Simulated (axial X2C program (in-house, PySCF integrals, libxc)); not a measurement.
Which molecule has these constants?

All values come from calculations with an in-house all-electron X2C program for linear molecules (integrals from PySCF), spin-free (one-electron X2C) or two-component (2c: spin–orbit coupling with atomic mean-field Coulomb and Gaunt terms, which also bring small scalar terms), in Dyall basis sets with cores contracted in-house; open shells are unrestricted.

A two-component CCSD(T) calculation in a Dyall 3-zeta basis gave Re = 2.956 Å, ωe = 232.0 cm⁻¹, De = 0.81 eV, Ω = 3.

Problem. Which molecule is it?
A. LiI⁺
B. LiMo⁺
C. LiSr⁺
D. LiTc⁺
E. LiIn⁺

Solution. B. The others have LiTc⁺ 2.911 Å and 268.0 cm⁻¹ (Ω = 5/2); LiSr⁺ 3.449 Å and 224.4 cm⁻¹ (Ω = 0); LiI⁺ 2.762 Å and 282.5 cm⁻¹ (Ω = 3/2); LiIn⁺ 3.210 Å and 195.8 cm⁻¹ (Ω = 1/2).

Frozen shells (counts by l): LiMo⁺ Mo 3s2p1d, Li 1s, 14 electrons correlated; LiTc⁺ Tc 4s3p1d, Li 1s, 7 electrons correlated; LiSr⁺ Sr 3s2p1d, Li 1s, 10 electrons correlated; LiI⁺ I 4s3p2d, Li 1s, 7 electrons correlated; LiIn⁺ In 4s3p1d, Li 1s, 13 electrons correlated. Coupled cluster in natural virtuals with an MP2 remainder. Where the outer core of a metal is frozen, bonds come out longer and ionisation energies lower.

Each entry is the lowest single determinant of a limited PBE0 search at one distance. De goes to single-determinant-based atoms at the same level (for ions the charge split of lowest energy) and is withheld (n/a) where an atom does not fit its ground term or J level. Main or longest-lived isotopes. One determinant is a doubtful description, or other states lie close, for LiMo⁺, LiTc⁺; these need not be ground states, and all values refer to the states named. Some open-shell Ω = 0 determinants are out of reach, so the Ω given for LiMo⁺ need not be the lowest component. With several unpaired electrons the Ω given is that of one determinant, not necessarily of the lowest component.
